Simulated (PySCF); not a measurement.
C3H4BF3, SMILES B(/C=C(/F)C)(F)F. Atoms are numbered in the order given.

```xyz
11

C     -1.2636     1.5538     0.0000
C      0.1784     1.2129     0.0000
F      0.9363     2.3090     0.0000
C      0.7835     0.0127     0.0000
B      0.0824    -1.3503     0.0000
F      0.7907    -2.4682     0.0000
F     -1.2381    -1.5026     0.0000
H     -1.4937     2.1681    -0.8850
H     -1.4937     2.1681     0.8850
H     -1.8922     0.6585     0.0000
H      1.8774     0.0359     0.0000
```

Geometry optimised at PBE0-D3(BJ)/def2-SVP. The structure was generated by enumeration; whether it is a known compound was not checked. The values are those of a single conformer.

Calculation: PySCF 2.14.0 with PBE0-D3(BJ)/def2-SVP.

Frequencies are harmonic and unscaled.

Computed harmonic wavenumbers and intensities:
```tsv
mode	ν (cm⁻¹)	IR (km/mol)	moving atoms (share of kinetic energy)
1	66	0.6	F 60 %, C 27 %, H 12 %
2	151	0.5	H 39 %, C 35 %, F 24 %
3	175	2.6	F 58 %, C 32 %
4	186	2.3	H 65 %, C 18 %, F 15 %
5	325	0.9	F 44 %, C 31 %, H 17 %, B 9 %
6	373	3.4	F 85 %, C 13 %
7	483	2.1	F 40 %, C 36 %, H 22 %
8	522	1.3	C 55 %, H 40 %
9	588	29.9	F 69 %, B 14 %, C 13 %
10	666	30.6	B 78 %, F 10 %
11	824	0.5	C 61 %, F 27 %, H 12 %
12	884	56.2	H 70 %, C 26 %
13	927	38.4	C 39 %, H 32 %, F 28 %
14	1019	8.9	H 62 %, C 29 %, F 9 %
15	1050	2.9	H 59 %, C 41 %
16	1164	194.0	H 48 %, C 24 %, F 17 %, B 11 %
17	1317	2.6	H 43 %, C 38 %, F 10 %, B 9 %
18	1397	99.8	H 37 %, B 30 %, C 24 %, F 9 %
19	1409	278.6	B 60 %, F 17 %, H 14 %, C 9 %
20	1432	118.5	H 51 %, C 36 %, B 11 %
21	1448	10.3	H 96 %
22	1454	188.0	H 55 %, B 25 %, C 14 %
23	1751	434.9	C 95 %
24	3067	4.3	H 97 %
25	3146	1.2	H 91 %, C 9 %
26	3210	0.3	H 92 %, C 8 %
27	3231	1.1	H 91 %, C 9 %
```
